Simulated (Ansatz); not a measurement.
Basis-set extrapolation for C₇H₅ClO₂, SMILES `O=C(O)c1ccc(Cl)cc1` (PBE0-D4/def2-TZVP geometry, frozen core, Ansatz 0.2.0). Multiplicity 1, RHF reference.

```json
{"": "HF", "def2-TZVPP": "-877.416174", "def2-QZVPP": "-877.446107"}
{"": "MP2 correlation", "def2-TZVPP": "-1.736809", "def2-QZVPP": "-1.863267"}
{"": "CCSD(T) correlation", "def2-TZVPP": "-1.851856", "def2-QZVPP": "not run"}
```

Energies in hartree. Use E(X) = E(∞) + A·exp(−7.88·√X) for Hartree–Fock and E(X) = E(∞) + B·X^(−2.97) for correlation, with X = 3 and 4, and add CCSD(T) minus MP2 of the smaller set to the MP2 limit.

Q: What is the CCSD(T) energy at the basis-set limit?

A: HF limit: -877.446107 + (-0.029933) × 0.13774 = -877.45023. MP2 limit: -1.863267 + (-0.126458) × 0.74074 = -1.95694. Higher-order term: -1.851856 − (-1.736809) = -0.11505. Total: -879.52222 hartree, 6.92 eV below CCSD(T)/def2-TZVPP.
